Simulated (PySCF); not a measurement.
# Spinor energies of Rh⁺ (rhodium, charge +1)

Start: [Kr] 4d8; 4d3/2 filled at m_j = -3/2, -1/2, +1/2, +3/2; 4d5/2 filled at m_j = -1/2, +1/2, +3/2, +5/2. Calculated with PySCF 2.14 in x2c-TZVPPall-2c: generalised Hartree-Fock with the X2C-1e Hamiltonian and a Gaussian nucleus; one run each with spin-orbit coupling (SO) switched off, then screened by Boettger's factors.

| spinor shell | electrons | ε, spin-free (eV) | ε, screened SO (eV) | weight of nominal j (screened SO) | rms radius, screened SO (bohr) |
| --- | --- | --- | --- | --- | --- |
| 1s1/2 | 2 | -23349.8 | -23348.2 | 1.000 | 0.0374 |
| 2s1/2 | 2 | -3473.3 | -3472.8 | 1.000 | 0.154 |
| 2p1/2 | 2 | -3106.8 | -3206.8 | 1.000 | 0.134 |
| 2p3/2 | 4 | -3106.8 | -3060.2 | 1.000 | 0.138 |
| 3s1/2 | 2 | -661.93 | -661.76 | 1.000 | 0.415 |
| 3p1/2 | 2 | -538.30 | -556.14 | 1.000 | 0.411 |
| 3d3/2 | 4 | -340.93 | -344.07 | 0.997 | 0.401 |
| 3d5/2 | 6 | -340.93 | -338.64 | 0.998 | 0.405 |
| 4s1/2 | 2 | -108.63 | -108.58 | 1.000 | 1.05 |
| 4p1/2 | 2 | -71.391 | -75.418 | 0.943 | 1.15 |
| 4p3/2 | 4 | -71.391 | -69.418 | 0.971 | 1.18 |
| 4d3/2 | 4 | -19.442 | -19.834 | 0.701 | 1.66 |
| 4d5/2 | 4 | -19.442 | -19.055 | 0.738 | 1.69 |

Where does 3p3/2 lie, and what is the 3p spin-orbit splitting (screened SO)?

At -529.90 eV, 26.240 eV above 3p1/2.

| quantity | spin-free | screened SO |
| --- | --- | --- |
| E (hartree) | -4780.58556 | -4781.33609 |
| M_J | 4 | 4 |
| ⟨J²⟩ | 20.020 | 20.018 |
| ⟨L²⟩ | 12.015 | 12.064 |
| ⟨S²⟩ | 2.005 | 2.007 |

Each row is a mean over spinors that exchange with the open shell spreads, by up to 7.134 eV (4p3/2).

Rows whose weight is well below 1 are mixtures of j = l ± 1/2: exchange outweighs spin-orbit coupling there, and the label is only the starting occupation.

Breit and QED terms are absent; they matter most for the inner s and p1/2 levels.

Densities and radii are taken from the X2C orbitals without a picture-change correction, which distorts them close to the nucleus.

Without spin-orbit coupling the j labels of p, d and f shells carry no meaning; the spin-free column gives the mean over the occupied spinors of each nl shell.
